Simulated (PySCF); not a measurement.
PySCF input (BP86/def2-SVP):

```python
from pyscf import gto, dft

mol = gto.M(
    atom='''
    K    -0.00000000   -0.00000000   -1.98622500
    K     0.00000000    0.00000000    1.98622500
    ''',
    basis='def2-svp',
    charge=0,
    spin=0,
    verbose=4,
)

mf = dft.RKS(mol, xc='bp86')
mf.grids.level = 3
mf.conv_tol = 1e-9
mf.max_cycle = 100
mf.max_memory = 1500
mf.kernel()
if not mf.converged:
    mf = mf.newton()
    mf.kernel(mf.make_rdm1())
mf.dip_moment()
```

From the output:

```

******** <class 'pyscf.dft.rks.RKS'> ********
method = RKS
initial guess = minao
damping factor = 0
level_shift factor = 0
DIIS = <class 'pyscf.scf.diis.CDIIS'>
diis_start_cycle = 1
diis_space = 8
diis_damp = 0
SCF conv_tol = 1e-09
SCF conv_tol_grad = None
SCF max_cycles = 100
direct_scf = True
direct_scf_tol = 1e-13
XC library pyscf.dft.libxc version 7.1.2
    S. Lehtola, C. Steigemann, M. J. T. Oliveira, and M. A. L. Marques,  SoftwareX 7, 1–5 (2018)
XC functionals = bp86
    A. D. Becke,  Phys. Rev. A 38, 3098 (1988)
    J. P. Perdew,  Phys. Rev. B 33, 8822 (1986)
    J. P. Perdew,  Phys. Rev. B 34, 7406–7406 (1986)
radial grids:
    Treutler-Ahlrichs [JCP 102, 346 (1995); DOI:10.1063/1.469408] (M4) radial grids

becke partition: Becke, JCP 88, 2547 (1988); DOI:10.1063/1.454033
pruning grids: <function nwchem_prune>
grids dens level: 3
symmetrized grids: False
atomic radii adjust function: <function treutler_atomic_radii_adjust>
small_rho_cutoff = 0
Set gradient conv threshold to 3.16228e-05
Initial guess from minao.
tot grids = 40080
init E= -1199.72336227149
  HOMO = -0.117440435434977  LUMO = -0.0763848837227717  gap/eV = 1.11718
cycle= 1 E= -1199.78266735482  delta_E= -0.0593  |g|= 0.0793  |ddm|= 1.55
  HOMO = -0.0880519737319725  LUMO = -0.0599157768645717  gap/eV = 0.76562
cycle= 2 E= -1199.78250475321  delta_E= 0.000163  |g|= 0.0859  |ddm|= 0.49
  HOMO = -0.0980194057481729  LUMO = -0.0642225054035301  gap/eV = 0.91966
cycle= 3 E= -1199.78610858667  delta_E= -0.0036  |g|= 0.00172  |ddm|= 0.23
  HOMO = -0.0986837108041819  LUMO = -0.0648226526765128  gap/eV = 0.92141
cycle= 4 E= -1199.7861108501  delta_E= -2.26e-06  |g|= 0.00016  |ddm|= 0.00641
  HOMO = -0.0987281448911388  LUMO = -0.0648860284957417  gap/eV = 0.92089
cycle= 5 E= -1199.78611088446  delta_E= -3.44e-08  |g|= 4.02e-05  |ddm|= 0.000846
  HOMO = -0.0987365029804249  LUMO = -0.0648897907632087  gap/eV = 0.92102
cycle= 6 E= -1199.78611088545  delta_E= -9.91e-10  |g|= 4.57e-06  |ddm|= 0.00015
  HOMO = -0.0987347586966361  LUMO = -0.0648889584656279  gap/eV = 0.92099
Extra cycle  E= -1199.78611088545  delta_E= 1.82e-12  |g|= 5.34e-06  |ddm|= 3.64e-05
converged SCF energy = -1199.78611088545
Dipole moment(X, Y, Z, Debye): -0.00000, -0.00000,  0.00000
```

The geometry given is a B3LYP-D3(BJ)/def2-TZVP minimum.
